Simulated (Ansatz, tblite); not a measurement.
Forces on Ge(NH2)2 (GeN₂H₄) at its r2SCAN-D4/def2-TZVP geometry. The state is a singlet with charge 0.

The xTB rows come from tblite.

GFN1-xTB (tblite), largest force 0.31 eV/Å:

```xyz
7
positions Å, forces eV/Å
Ge   -0.129    1.040   -0.667    0.010   -0.076    0.048
N    -0.544   -0.702   -1.043   -0.021   -0.161    0.005
H    -0.952   -0.961   -1.927    0.111    0.022    0.260
H    -0.406   -1.500   -0.439   -0.040    0.251   -0.184
N     0.537    0.750    1.013    0.049   -0.065    0.140
H     0.886    1.511    1.573   -0.086   -0.244   -0.116
H     0.608   -0.138    1.490   -0.024    0.273   -0.153
```

GFN2-xTB (tblite), largest force 0.36 eV/Å:

```
Ge 0.021 -0.164 0.105
N 0.111 0.308 0.154
H 0.017 -0.154 0.098
H -0.071 0.018 -0.176
N -0.144 -0.033 -0.330
H 0.019 -0.152 0.100
H 0.047 0.177 0.050
```

r2SCAN-D4/def2-TZVP (Ansatz), largest force 0.01 eV/Å:

```
Ge 0.001 -0.001 0.000
N 0.003 0.003 0.004
H -0.002 0.000 0.000
H -0.001 -0.002 -0.003
N -0.002 -0.002 -0.004
H -0.001 0.000 0.001
H 0.002 0.002 0.002
```
